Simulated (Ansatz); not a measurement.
Species: C₆H₁₃O, net charge 0, doublet state. It need not be the lowest isomer of its formula. 
Structure (B3LYP-D3(BJ)/def2-TZVP (Ansatz, a first-principles code) minimum search):
```xyz
20

C      3.3904    -0.4108    -0.4211
C      2.5745    -0.1390     0.7907
C      1.2700     0.5705     0.7022
C      0.1222    -0.3064     0.1568
C     -1.2040     0.4439     0.0670
C     -2.3323    -0.4172    -0.4816
O     -3.5864     0.2568    -0.5134
H      3.3864     0.4446    -1.1046
H      4.4272    -0.6432    -0.1710
H      3.0075    -1.2672    -0.9981
H      2.8233    -0.6554     1.7104
H      1.3677     1.4442     0.0452
H      0.9773     0.9480     1.6864
H      0.0066    -1.1825     0.8023
H      0.3999    -0.6853    -0.8315
H     -1.4941     0.8146     1.0543
H     -1.0801     1.3246    -0.5752
H     -2.4874    -1.2869     0.1597
H     -2.0677    -0.7910    -1.4797
H     -3.5001     1.0344    -1.0753
```
Charge 0, spin multiplicity 2.

Parts of the frozen-core correlation energy in 6-31G (Ansatz, hartree). Frozen orbitals: 7; correlated occupied orbitals by spin: 22 and 21; virtual: 60 and 61. Open shells are spin-unrestricted. No spin-orbit coupling. No relativistic terms.

```
term                            value
-------------------------  ----------
reference (HF)             -309.45957
MP2 opposite-spin                   ?
MP2 same-spin                       ?
CCSD correlation                    ?
(T)                          -0.01600
T1 diagnostic                   0.008
largest doubles amplitude       0.016
<S^2> of the reference          0.765
```

Q: Complete the blanks.

A: 
- MP2 opposite-spin, value: -0.50317
- MP2 same-spin, value: -0.14270
- CCSD correlation, value: -0.72383
